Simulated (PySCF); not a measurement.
# Electron correlation in Xe²⁺ (xenon, charge +2)

[Kr] 4d10 5s1 5p5, high-spin 3P determinant (an excited configuration). All numbers are calculated (PySCF 2.14, scalar relativity by spin-free X2C-1e, in x2c-TZVPPall (8s6p4d2f, 60 functions)). Frozen: [Kr] 4d10; 6 electrons correlated.

| level | correlation energy (mhartree) |
| --- | --- |
| CCSD | -163.98 |
| (T) | -12.53 |
| CCSD(T) | -176.51 |

Diagnostics: T1 = 0.013, D1 = 0.0237, largest double amplitude 0.217.

A double-excitation amplitude exceeds 0.15, a sign of near-degeneracy.

Cost of the coupled-cluster step: roughly 0.6 core-seconds, for 6 correlated electrons.
